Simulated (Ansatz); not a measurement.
```xyz
8

O     1.580   -0.350    1.525
Sn   -0.141    0.265    0.823
C    -0.719   -0.306   -1.116
S    -0.032    1.426   -1.240
H     2.252   -0.381    0.838
H    -1.051    0.779    2.142
H    -0.114   -1.055   -1.618
H    -1.775   -0.378   -1.354
```

Charge 0, multiplicity 1. Sn takes the def2 core potential.

**Question.** List the CAM-B3LYP/def2-TZVPP orbital energies in eV (Ansatz). (Best estimate.)

**Answer.** Computed: Occupied: -2419.38, -522.45, -279.89, -217.37, -161.96, -161.87, -161.74, -141.55, -96.51, -96.43, -96.38, -31.14, -30.67, -30.66, -30.57, -30.54, -28.30, -23.10, -18.58, -16.35, -14.13, -13.93, -12.17, -11.47, -10.87, -10.41, -8.15, -8.13. Lowest empty: -0.26, 0.25, 0.89, 1.89, 2.35, 2.54, 3.42, 3.82.
